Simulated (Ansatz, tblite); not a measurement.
Forces on Mg2I3 at its PBE-D4/def2-SVP geometry. The state is a doublet with charge 0.

In the def2 sets I takes a core potential; there is no spin–orbit coupling. The xTB rows come from tblite. Another isomer (doublet) lies 0.40 eV lower at PBE0-D4/def2-TZVP; other spin states weren't run for this one.

GFN1-xTB (tblite), largest force 0.40 eV/Å:

```xyz
5
positions Å, forces eV/Å
Mg    0.625    1.482    0.763    0.018    0.043    0.022
Mg   -0.453   -1.073   -0.552    0.053    0.126    0.065
I    -2.183    0.159    1.097   -0.370   -0.008    0.161
I     0.273    0.860   -2.275    0.030    0.106   -0.389
I     1.737   -1.428    0.967    0.269   -0.267    0.141
```

GFN2-xTB (tblite), largest force 0.35 eV/Å:

```
Mg 0.120 0.285 0.147
Mg 0.000 -0.002 -0.001
I -0.325 -0.055 0.108
I 0.004 0.039 -0.345
I 0.201 -0.268 0.091
```

PBE-D4/def2-TZVP (Ansatz), largest force 0.25 eV/Å:

```
Mg -0.059 -0.141 -0.072
Mg 0.086 0.204 0.105
I 0.137 -0.041 -0.091
I -0.032 -0.089 0.140
I -0.132 0.067 -0.082
```
